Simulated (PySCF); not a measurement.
**A small calculation by hand: dipole moment from atomic charges**

Al(H)(Cl)(OH) (AlClH2O), SMILES [AlH]([OH])[Cl]. Atoms are numbered in the order given.

```xyz
5

Al    -0.5432     0.5378     0.0000
H     -2.0755     0.8150     0.0000
Cl     0.2019    -1.4300     0.0000
O      0.5277     1.8421     0.0000
H      1.4832     1.7675     0.0000
```

Coordinates come from a B3LYP-D3(BJ)/def2-TZVP optimisation. One conformer was computed; it need not be the lowest.

Charges (e) from B3LYP/def2-TZVPD (PySCF):

| atom | ESP fit | IAO |
|---|---|---|
| Al1 | 0.854 | 1.046 |
| H2 | -0.207 | -0.215 |
| Cl3 | -0.321 | -0.375 |
| O4 | -0.692 | -0.828 |
| H5 | 0.366 | 0.371 |

The dipole moment of the full density is 0.69 D.

Problem. What dipole moment does each set of point charges give, and which comes closer to that of the density?

Solution. 
μ = Σ q r, and 1 e Å = 4.8032 D.
ESP fit: Σ q r = (0.079, 0.122, 0.000) e Å, |μ| = 0.70 D.
IAO: Σ q r = (-0.084, 0.054, 0.000) e Å, |μ| = 0.48 D.
ESP fit comes closer in size. Point charges leave out the atoms' own dipoles (lone pairs, polarised bonds); fits to the potential absorb them, partitions of the density don't.
